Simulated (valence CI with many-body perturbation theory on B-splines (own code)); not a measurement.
Sensitivity of CI+MBPT for I⁴⁷⁺

Computed by relativistic CI+MBPT: four valence electrons over a frozen Dirac-Fock core [He], radial functions for each j: 6 s, 6 p, 5 d, 3 f, 1 g, with the one-electron correlation potential Σ1, the two-electron term Σ2, the three-electron term Σ3, Breit, model QED; selected CI, second order for the rest, scaled by the run's own slope (own B-spline code, finite nucleus).

No measured spectrum was set against this ion. As an estimate, large intervals hold to a few tenths of a per cent, small ones and those within an open d or f shell to about a per cent.

The reference run has the lowest level (2s^2 2p1/2^2) J=0 and an ionisation energy of 8602.10 eV. Its largest variational space holds 10000 state functions.

Levels are named by their leading jj configuration (3d3/2^4 stands for four electrons in 3d with j = 3/2), which in mixed levels can hold well under half, so a name can repeat and another be missing. Letters in brackets count levels of one name in rising energy.

Changed runs:
A. hole-hole ladder in Σ2 on → off; screening of Σ1 on → off
B. selection threshold (hartree) 2e-08 → 1e-06
C. shift of the energy in Σ1 (hartree) 0 → -43.35
D. scale of Σ1 1 → 0 (bad on purpose)

Excitation energies of the reference run in cm⁻¹, and shifts in cm⁻¹:

```csv
Level,Reference,A,B,C,D
(2s^2 2p1/2 2p3/2) J=1,2462070,-51,-0.4,-14,-751
(2s^2 2p1/2 2p3/2) J=2,2586730,-51,-0.3,-14,-756
(2s 2p1/2^2 2p3/2) J=2,3919450,-137,-0.2,+17,+1237
(2s 2p1/2^2 2p3/2) J=1,4401030,-135,-0.1,+17,+1239
(2s^2 2p3/2^2) J=2,5146730,-64,-0.2,-28,-1476
(2s^2 2p3/2^2) J=0,5465390,+44,0,-28,-1480
(2s 2p1/2 2p3/2^2) J=2 [a],6259810,-192,-0.1,+3.7,+513
(2s 2p1/2 2p3/2^2) J=3,6535870,-195,-0.6,+3.5,+505
(2s 2p1/2 2p3/2^2) J=0,6827240,-81,0,+3.2,+490
(2s 2p1/2 2p3/2^2) J=1 [a],6943390,-176,-0.1,+3.4,+499
(2s 2p1/2 2p3/2^2) J=2 [b],7025910,-193,-0.1,+3.4,+501
(2s 2p1/2 2p3/2^2) J=1 [b],7054520,-99,-0.3,+3.4,+503
Ionisation energy (eV),8602.10,-0.0081,0,-0.01,-0.41
```
